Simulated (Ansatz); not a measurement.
Start from `F[Si](F)(S)S` and change one atom or group to get `F[SiH](S)S`.

Ansatz, PBE0-D4/def2-TZVP geometries, multiplicity 1. Each molecule was computed in one conformer, which needn't be the lowest.

```csv
property,`F[Si](F)(S)S`
HOMO–LUMO gap (PBE0/def2-TZVPP) / eV,8.20
HOMO energy (PBE/def2-TZVPP) / eV,-6.99
HOMO–LUMO gap (ωB97M-V/def2-TZVPP) / eV,12.29
"ideal-gas entropy at 298 K and 1 bar (rigid rotor, harmonic PBE0-D4/def2-TZVP) / J/(mol·K)",354
HOMO–LUMO gap (B3LYP/def2-TZVPP) / eV,7.66
HOMO–LUMO gap (PBE/def2-TZVPP) / eV,5.95
```

Question: What does the change do to each property? (Best estimate.)

Answer: Computed: 
```tsv
property	`F[SiH](S)S`	shift
HOMO–LUMO gap (PBE0/def2-TZVPP) / eV	7.71	-0.49
HOMO energy (PBE/def2-TZVPP) / eV	-6.67	0.32
HOMO–LUMO gap (ωB97M-V/def2-TZVPP) / eV	11.77	-0.52
ideal-gas entropy at 298 K and 1 bar (rigid rotor, harmonic PBE0-D4/def2-TZVP) / J/(mol·K)	336	-18
HOMO–LUMO gap (B3LYP/def2-TZVPP) / eV	7.17	-0.49
HOMO–LUMO gap (PBE/def2-TZVPP) / eV	5.53	-0.42
```

With PBE0 the HOMO rises by 0.35 eV and the LUMO falls by 0.14 eV, so the gap narrows by about 0.49 eV. PBE moves the HOMO by 0.32 eV and ωB97M-V by 0.37 eV.

B3LYP here is the variant with VWN-RPA as its local correlation; programs differ in this.
